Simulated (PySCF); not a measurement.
Compound: CH₅BFN.
SMILES with atom numbers: `[CH3:1][B:2]([NH2:3])[F:4]` (hydrogens: H5, H6, H7 on C1; H8, H9 on N3)

Computed by this run: PBE0-D3(BJ)/def2-SVP geometry optimisation, gas phase in PySCF 2.14.0; density fitting, grid level 1; the optimiser is geomeTRIC in internal coordinates, started from a GFN2-xTB structure with every atom displaced at random (about 0.01 Å).

Geometry at step 1:
```
atom  x, y, z in Å
C1     -1.1121    0.2524   -0.3281
B2      0.2356    0.1589    0.4831
N3      1.4323   -0.3484   -0.0365
F4      0.2455    0.5469    1.7700
H5     -1.3053   -0.6889   -0.8770
H6     -1.0991    1.0658   -1.0664
H7     -1.9617    0.4329    0.3455
H8      2.0968   -0.6849    0.6391
H9      1.5257   -0.7508   -0.9633
```

**Question.** Give the atomic forces at this geometry.

**Answer.** 
```tsv
atom	Fx (eV/Å)	Fy (eV/Å)	Fz (eV/Å)
C1	-0.032	-0.151	-0.003
B2	-0.367	-0.030	-0.216
N3	-0.216	-0.205	-0.092
F4	0.081	-0.012	0.070
H5	0.028	0.178	0.036
H6	0.026	0.081	-0.097
H7	-0.018	0.018	0.007
H8	0.570	0.047	0.037
H9	-0.072	0.073	0.257
```

The largest, 0.57 eV/Å, acts on H8; the rms over all components is 0.169 eV/Å. The forces sum to zero within rounding, as they must for an isolated molecule in no field.

**Question.** Give the force on H8 in Eh/bohr and in nN.

**Answer.** 0.573 eV/Å ÷ 51.422 = 0.01115 Eh/bohr, and 0.573 eV/Å × 1.602 = 0.92 nN.

**Question.** How far is this geometry from the end of the optimisation?

**Answer.** 0.104 eV above it, and 0.410 Å rms away after alignment. The bonds farthest from their final lengths, with half the difference of the two atoms' forces along the bond (positive lengthens):

```json
{"bond": "C1–H5", "now (Å)": "1.107", "final (Å)": "1.100", "force along bond (eV/Å)": "-0.15"}
{"bond": "N3–H8", "now (Å)": "1.006", "final (Å)": "1.012", "force along bond (eV/Å)": "+0.26"}
{"bond": "N3–H9", "now (Å)": "1.015", "final (Å)": "1.009", "force along bond (eV/Å)": "-0.21"}
{"bond": "C1–B2", "now (Å)": "1.576", "final (Å)": "1.571", "force along bond (eV/Å)": "-0.20"}
{"bond": "C1–H7", "now (Å)": "1.099", "final (Å)": "1.103", "force along bond (eV/Å)": "+0.01"}
{"bond": "B2–F4", "now (Å)": "1.344", "final (Å)": "1.348", "force along bond (eV/Å)": "+0.14"}
```

The angle farthest from its final value is B2–N3–H8, 115.9° against 122.5°.

The cost below is that of the whole optimisation. Time: 28 s wall; peak memory 0.34 GiB. Hardware: Arm Neoverse V1, one thread, on a shared host.
